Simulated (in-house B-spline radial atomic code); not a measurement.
Successive ionisation energies of iodine; each step leads to the configuration of the next row (after the last: [Ne] 3s2 3p2). Dirac energy differences include first-order Breit, QED and recoil terms. NIST's values go from ground level to ground level; the uncertainty of those that are theory runs from under 0.1 % in few-electron ions to several per cent in heavy many-electron ones. Computed with a B-spline radial code for spherical atoms: Dirac-Hartree-Fock, average of the configuration, finite nuclei.

| ion | configuration | ionisation energy (eV) | tabulated value (eV) | tabulated kind | computed minus tabulated (eV) | highest orbital | largest mean radius (bohr) |
| --- | --- | --- | --- | --- | --- | --- | --- |
| I30+ | [Ar] 3d5 | 1814.2 | 1812 | tabulated theory | 2.2 | 3d5/2 | 0.29704 |
| I31+ | [Ar] 3d4 | ? | ? | tabulated theory | ? | ? | ? |
| I32+ | [Ar] 3d3 | 1990.0 | 1999 | tabulated theory | -9.0 | 3d5/2 | 0.29287 |
| I33+ | [Ar] 3d2 | 2080.2 | 2093 | tabulated theory | -12.8 | 3d5/2 | 0.29081 |
| I34+ | [Ar] 3d1 | 2171.9 | 2181 | tabulated theory | -9.1 | 3d5/2 | 0.28877 |
| I35+ | [Ne] 3s2 3p6 | ? | ? | tabulated theory | ? | ? | ? |
| I36+ | [Ne] 3s2 3p5 | 2536.9 | 2510 | tabulated theory | 26.9 | 3p3/2 | 0.28516 |
| I37+ | [Ne] 3s2 3p4 | 2620.1 | 2598 | tabulated theory | 22.1 | 3p3/2 | 0.2836 |
| I38+ | [Ne] 3s2 3p3 | 2704.2 | 2680 | tabulated theory | 24.2 | 3p3/2 | 0.28205 |

**Question.** Fill in the row of I31+.

**Answer.** ionisation energy (eV): 1901.3; tabulated value (eV): 1911; computed minus tabulated (eV): -9.7; highest orbital: 3d5/2; largest mean radius (bohr): 0.29495.

**Question.** Fill in the row of I35+.

**Answer.** ionisation energy (eV): 2454.5; tabulated value (eV): 2431; computed minus tabulated (eV): 23.5; highest orbital: 3p3/2; largest mean radius (bohr): 0.28674.

Where a p, d or f electron is removed, the computed value is a mean over both j, so it misses the tabulated one by a part of the spin-orbit splitting; averaging over terms and missing correlation add to the gap, relatively most at low charge.
